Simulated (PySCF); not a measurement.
Compound: 1-(methoxymethyl)-4-methylbenzene, C9H12O.
Bonds: C1–O2, O2–C3, C3–C4, C4–C5 (aromatic), C5–C6 (aromatic), C6–C7 (aromatic), C7–C8, C7–C9 (aromatic), C9–C10 (aromatic), C4–C10 (aromatic). Hydrogens: H11, H12, H13 on C1; H14, H15 on C3; H16 on C5; H17 on C6; H18, H19, H20 on C8; H21 on C9; H22 on C10.

A GFN2-xTB structure was refined with PBE0-D3(BJ)/def2-SVP geometry optimisation, gas phase in PySCF. Its GFN2-xTB values:

| coordinate | GFN2-xTB |
| --- | --- |
| C1–O2 | 1.405 Å |
| C1–H11 | 1.088 Å |
| C1–H13 | 1.098 Å |
| O2–C3 | 1.412 Å |
| C3–C4 | 1.510 Å |
| C3–H14 | 1.095 Å |
| C4–C5 | 1.390 Å |
| C5–C6 | 1.382 Å |
| C5–H16 | 1.080 Å |
| C6–C7 | 1.390 Å |
| C6–H17 | 1.081 Å |
| C7–C8 | 1.499 Å |
| C8–H18 | 1.091 Å |
| C1–O2–C3 | 113.3° |
| O2–C3–C4 | 113.5° |
| C3–C4–C5 | 119.8° |
| C4–C5–C6 | 120.6° |
| C5–C4–C10 | 118.8° |
| C5–C6–C7 | 120.8° |
| C6–C7–C8 | 120.9° |
| C6–C7–C9 | 118.4° |
| C1–O2–C3–C4 | 67° |
| O2–C3–C4–C5 | 47° |

**Question.** How do these coordinates change at the PBE0-D3(BJ)/def2-SVP level?

**Answer.** 
| coordinate | PBE0-D3(BJ)/def2-SVP (Å or °) | change |
| --- | --- | --- |
| O2–C3 | 1.398 | -0.014 |
| C6–H17 | 1.094 | +0.013 |
| C5–H16 | 1.093 | +0.013 |
| C8–H18 | 1.103 | +0.012 |
| C6–C7 | 1.401 | +0.011 |
| C1–H11 | 1.099 | +0.011 |
| C1–H13 | 1.108 | +0.010 |
| C5–C6 | 1.391 | +0.009 |
| C4–C5 | 1.398 | +0.008 |
| C3–H14 | 1.103 | +0.008 |
| C1–O2 | 1.397 | -0.008 |
| C7–C8 | 1.501 | +0.002 |
| C3–C4 | 1.511 | +0.001 |
| C6–C7–C9 | 117.8 | -0.6 |
| C5–C4–C10 | 118.4 | -0.4 |
| C5–C6–C7 | 121.2 | +0.4 |
| O2–C3–C4 | 113.9 | +0.4 |
| C1–O2–C3 | 113.6 | +0.3 |
| C3–C4–C5 | 120.2 | +0.4 |
| C4–C5–C6 | 120.7 | +0.1 |
| C6–C7–C8 | 121.0 | +0.1 |
| O2–C3–C4–C5 | 37 | -10 |
| C1–O2–C3–C4 | 71 | +4 |

The energy falls by 5.5 kJ/mol over 8 energy and gradient evaluations, the largest force component goes from 0.0141 to 2.4e-04 Eh/bohr, and the atoms move by 0.145 Å rms after alignment. Among the bonds, O2–C3, C5–H16, C6–H17, C9–H21 and C10–H22 change most and about equally (-0.014 to +0.013 Å). Bonds longer at the end by more than 0.005 Å: 18 of 22; shorter: 2. Among the dihedrals that turn most is H14–C3–C4–C10, from 110° to 97°. Rotational constants go from 3348, 728.7, 680.9 to 3400, 718.6, 658.7 MHz.

The run used 200 basis functions and 58 SCF cycles in all.

Stationary, but not proved a minimum. One conformer, not necessarily the lowest.
